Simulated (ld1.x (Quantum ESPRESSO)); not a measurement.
Reading a pseudo-wave (aluminium)

Columns: radius, all-electron u(r) and pseudo u(r) of the 3p shell (level -17.15 eV) of aluminium in the configuration [Ne] 3s1 3p0; PBEsol, non-relativistic, TM scheme, ld1.x (Quantum ESPRESSO) 7.5.

```json
{"r (bohr)": "0.082", "all-electron": "0.0781", "pseudo": "-0.0040"}
{"r (bohr)": "0.165", "all-electron": "0.1934", "pseudo": "-0.0159"}
{"r (bohr)": "0.248", "all-electron": "0.2717", "pseudo": "-0.0348"}
{"r (bohr)": "0.330", "all-electron": "0.3025", "pseudo": "-0.0592"}
{"r (bohr)": "0.413", "all-electron": "0.2934", "pseudo": "-0.0878"}
{"r (bohr)": "0.495", "all-electron": "0.2556", "pseudo": "-0.1185"}
{"r (bohr)": "0.578", "all-electron": "0.1977", "pseudo": "-0.1501"}
{"r (bohr)": "0.660", "all-electron": "0.1289", "pseudo": "-0.1809"}
{"r (bohr)": "0.742", "all-electron": "0.0539", "pseudo": "-0.2106"}
{"r (bohr)": "0.825", "all-electron": "-0.0241", "pseudo": "-0.2396"}
{"r (bohr)": "0.908", "all-electron": "-0.1015", "pseudo": "-0.2682"}
{"r (bohr)": "0.990", "all-electron": "-0.1752", "pseudo": "-0.2970"}
{"r (bohr)": "1.072", "all-electron": "-0.2449", "pseudo": "-0.3275"}
{"r (bohr)": "1.155", "all-electron": "-0.3106", "pseudo": "-0.3610"}
{"r (bohr)": "1.238", "all-electron": "-0.3707", "pseudo": "-0.3977"}
{"r (bohr)": "1.320", "all-electron": "-0.4245", "pseudo": "-0.4364"}
{"r (bohr)": "1.402", "all-electron": "-0.4725", "pseudo": "-0.4765"}
{"r (bohr)": "1.485", "all-electron": "-0.5154", "pseudo": "-0.5162"}
{"r (bohr)": "1.568", "all-electron": "-0.5527", "pseudo": "-0.5527"}
{"r (bohr)": "1.650", "all-electron": "-0.5842", "pseudo": "-0.5842"}
{"r (bohr)": "1.733", "all-electron": "-0.6109", "pseudo": "-0.6109"}
{"r (bohr)": "1.815", "all-electron": "-0.6325", "pseudo": "-0.6325"}
{"r (bohr)": "1.898", "all-electron": "-0.6495", "pseudo": "-0.6495"}
{"r (bohr)": "1.980", "all-electron": "-0.6619", "pseudo": "-0.6619"}
{"r (bohr)": "2.062", "all-electron": "-0.6702", "pseudo": "-0.6702"}
{"r (bohr)": "2.145", "all-electron": "-0.6745", "pseudo": "-0.6745"}
```

Question: How many radial nodes do the two functions have?

Answer: The all-electron 3p function has n − l − 1 = 1; the pseudo-wave has 0, since the states of the same l below it are removed with the core.

Question: At about which radius was the pseudo-wave matched?

Answer: 1.65 bohr, where the columns begin to agree (steps of 0.08 bohr).

Question: Is the pseudo-wave norm-conserving?

Answer: Yes: the TM scheme keeps the norm inside the radius equal to the all-electron one, which fixes the energy derivative of the logarithmic derivative at the level.
